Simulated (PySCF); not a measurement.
# Ne²⁺: ionisation energy

Ne²⁺ [He] 2s2 2p4 (3P) → Ne³⁺ [He] 2s2 2p3 (4S), as a difference of total energies. Computed with PySCF 2.14 in def2-TZVPPD (6s4p3d1f, 40 functions), with the non-relativistic Hamiltonian (point nucleus). Correlated levels: valence: 1s2 frozen. The calculations carry no spin-orbit coupling.

| method | ionisation energy (eV) | plus first-order spin-orbit estimate | error of that sum (eV) |
| --- | --- | --- | --- |
| UHF | 61.862 | 61.899 | -1.524 |
| MP2 (valence) | 63.017 | 63.055 | -0.368 |
| SCS-MP2 (valence) | 63.107 | 63.145 | -0.278 |
| CCSD (valence) | 63.055 | 63.093 | -0.330 |
| CCSD(T) (valence) | 63.070 | 63.108 | -0.315 |

Reference: 63.423 eV (measured; NIST Atomic Spectra Database, ionization energies).

A first-order spin-orbit estimate (lowest level to lowest level, LS coupling) adds 0.038 eV.

Errors of the correlated levels include the incompleteness of this basis and the frozen core.
